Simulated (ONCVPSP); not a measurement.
Which change was made? (N, ONCV)

N (Z = 7), optimised norm-conserving Vanderbilt (ONCV), made with ONCVPSP 4.0.1 (PW91, scalar-relativistic). Core [He], reference 2s1 2p4. Waves: 2s: rc 0.95 bohr, ncon 3, nbas 7, qcut 8.5 1/bohr, 3 projectors, debl 1.1 Ha; 2p: rc 1.35 bohr, ncon 4, nbas 9, qcut 8.2 1/bohr, 1 projector. Local part: polynomial inside 0.60 bohr (lpopt 5, dvloc0 0 Ha). Core correction: polynomial model core, fcfact 0.45.

Cutoffs, loose and tight: the cutoffs (Ha) at which the residual kinetic energy of the hardest occupied pseudo-wave falls to 1 and 0.1 mHa per electron. They do not see the model core or the augmentation charge, which bear on the density cutoff. Test errors are all-electron minus pseudo excitation energies from the reference, over the configurations 2s2 2p3; 2s2 2p2; 2s2 2p1; 2s2 2p0; variants that change the core or the reference have their own tests.

The base gives: outcome: generated; cutoff, loose: 28 Ha; cutoff, tight: 36 Ha; bound ghosts: s; GHOST(+) flags above zero: s; largest test error (meV): +629.

**Question.** After one change the result is: outcome: generated; cutoff, loose: 24 Ha; cutoff, tight: 30 Ha; bound ghosts: none; GHOST(+) flags above zero: none; largest test error (meV): +1165. Which change was it?
A. all radii but the core radius scaled by about 0.78 (s 0.74, p 1.06 bohr); local potential polynomial inside 0.46 bohr (lpopt 5, dvloc0 0 Ha)
B. all radii but the core radius scaled by about 1.23 (s 1.18, p 1.66 bohr); local potential polynomial inside 0.74 bohr (lpopt 5, dvloc0 0 Ha)
C. all radii but the core radius scaled by about 1.12 (s 1.06, p 1.52 bohr); local potential polynomial inside 0.68 bohr (lpopt 5, dvloc0 0 Ha)

**Answer.** B. The others give: all radii but the core radius scaled by about 1.12 (s 1.06, p 1.52 bohr); local potential polynomial inside 0.68 bohr (lpopt 5, dvloc0 0 Ha) → outcome: generated; cutoff, loose: 26 Ha; cutoff, tight: 32 Ha; bound ghosts: none; GHOST(+) flags above zero: none; largest test error (meV): +895 | all radii but the core radius scaled by about 0.78 (s 0.74, p 1.06 bohr); local potential polynomial inside 0.46 bohr (lpopt 5, dvloc0 0 Ha) → outcome: generated; cutoff, loose: 34 Ha; cutoff, tight: 200 Ha; bound ghosts: s; GHOST(+) flags above zero: s; largest test error (meV): +307.
